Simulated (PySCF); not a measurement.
Species: C3H11PSi2.
Z-matrix (Å and degrees, GFN2-xTB geometry), rows numbered from 1:
```
C 
C   1  1.3255
C   2  1.4969  1  121.74
Si  2  1.8897  1  122.33  3  -179.30
P   4  2.2402  2  106.66  1   137.03
Si  5  2.2287  4  102.08  2   -71.01
H   1  1.0803  2  122.16  3    -0.26
H   1  1.0767  2  121.86  3  -179.83
H   3  1.0886  2  111.70  1    -4.24
H   3  1.0916  2  109.86  1  -125.37
H   3  1.0898  2  110.04  1   116.76
H   4  1.4695  2  109.98  1    12.96
H   4  1.4691  2  111.18  1  -107.97
H   5  1.3786  4   95.20  2  -168.12
H   6  1.4624  5  106.84  4  -163.60
H   6  1.4623  5  106.81  4    77.74
H   6  1.4657  5  113.63  4   -42.94
```

A PySCF run (density fitting, gas phase, GFN2-xTB geometry) gave HOMO -7.13 eV, LUMO -0.46 eV, dipole 0.67 D.

Task: Which of these levels was it?
A. PBE0/pcSseg-1
B. PBE0/aug-cc-pVDZ
C. B97-D/MINI
D. CAM-B3LYP/pcSseg-1
E. CAM-B3LYP/def2-SVPD

Result: B. It is PBE0/aug-cc-pVDZ. All candidates on this geometry:

```json
{"level and settings": "B97-D/MINI, grid level 1", "kind": "GGA", "basis functions": "53", "SCF cycles": "9", "E (Eh)": "-1035.0687", "HOMO (eV)": "-7.67", "LUMO (eV)": "-2.89", "dipole (D)": "0.47"}
{"level and settings": "PBE0/aug-cc-pVDZ, energy threshold 1e-11 Eh", "kind": "global hybrid", "basis functions": "249", "SCF cycles": "11", "E (Eh)": "-1040.7442", "HOMO (eV)": "-7.13", "LUMO (eV)": "-0.46", "dipole (D)": "0.67"}
{"level and settings": "PBE0/pcSseg-1, grid level 3", "kind": "global hybrid", "basis functions": "178", "SCF cycles": "13", "E (Eh)": "-1040.6829", "HOMO (eV)": "-7.17", "LUMO (eV)": "-0.33", "dipole (D)": "0.91"}
{"level and settings": "CAM-B3LYP/def2-SVPD", "kind": "range-separated hybrid", "basis functions": "220", "SCF cycles": "12", "E (Eh)": "-1040.8286", "HOMO (eV)": "-8.35", "LUMO (eV)": "0.73", "dipole (D)": "0.65"}
{"level and settings": "CAM-B3LYP/pcSseg-1, grid level 3", "kind": "range-separated hybrid", "basis functions": "178", "SCF cycles": "12", "E (Eh)": "-1041.1529", "HOMO (eV)": "-8.37", "LUMO (eV)": "0.85", "dipole (D)": "0.88"}
```

The nearest other candidate, by the summed differences of HOMO and LUMO, is PBE0/pcSseg-1: its HOMO differs by -0.04 eV and its LUMO by +0.13 eV. B97-D ran without the empirical dispersion term, which would shift the total energy alone. Cycle counts include a coarse-grid stage where the run had one.
